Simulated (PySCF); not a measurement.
Gas-phase reaction: 3 GaF + 2 NH2 ⇌ GaF3 + 2 GaNH2

Computed with PySCF and rigid-rotor harmonic-oscillator thermochemistry at 1 bar. † marks an energy on the PBE0/def2-TZVP geometry and frequencies; other levels use their own. CCSD(T) freezes the core. Open shells (unrestricted): NH2 (multiplicity 2); the rest are closed-shell singlets. Ga: all electrons, no relativistic terms. GaNH2: computed as isolated molecules; such fragments, hydroxides, amides, oligomers or adducts are transient or little studied in the gas. CCSD(T) isn't extrapolated to the basis-set limit; its ΔH°(298 K) is -371.2 kJ in def2-SVP and -384.9 kJ in def2-TZVPP. The harmonic model lacks anharmonicity and excited electronic states, which grow with temperature; levels with a mode under 35 cm⁻¹ are left out.

```json
[
 {"level": "CCSD(T)/def2-SVP†", "ΔE electronic, kJ": "-390", "ΔH°(298 K), kJ": "-371", "ΔS°(298 K), J/K": "-278", "ΔG°(600 K), kJ": "-205"},
 {"level": "CCSD(T)/def2-TZVPP†", "ΔE electronic, kJ": "-403", "ΔH°(298 K), kJ": "-385", "ΔS°(298 K), J/K": "-278", "ΔG°(600 K), kJ": "-219"},
 {"level": "M06-2X/def2-TZVP†", "ΔE electronic, kJ": "-423", "ΔH°(298 K), kJ": "-405", "ΔS°(298 K), J/K": "-278", "ΔG°(600 K), kJ": "-239"},
 {"level": "PBE/def2-SVP", "ΔE electronic, kJ": "-396", "ΔH°(298 K), kJ": "-378", "ΔS°(298 K), J/K": "-275", "ΔG°(600 K), kJ": "-214"},
 {"level": "PBE/def2-TZVP†", "ΔE electronic, kJ": "-369", "ΔH°(298 K), kJ": "-351", "ΔS°(298 K), J/K": "-278", "ΔG°(600 K), kJ": "-185"},
 {"level": "r2SCAN/def2-TZVP†", "ΔE electronic, kJ": "-376", "ΔH°(298 K), kJ": "-358", "ΔS°(298 K), J/K": "-278", "ΔG°(600 K), kJ": "-192"},
 {"level": "ωB97M-V/def2-TZVP†", "ΔE electronic, kJ": "-379", "ΔH°(298 K), kJ": "-360", "ΔS°(298 K), J/K": "-278", "ΔG°(600 K), kJ": "-194"},
 {"level": "ωB97X-V/def2-TZVP†", "ΔE electronic, kJ": "-391", "ΔH°(298 K), kJ": "-372", "ΔS°(298 K), J/K": "-278", "ΔG°(600 K), kJ": "-206"}
]
```
ΔH° is lowest at M06-2X/def2-TZVP† and highest at PBE/def2-TZVP†. No reference value is set beside these.
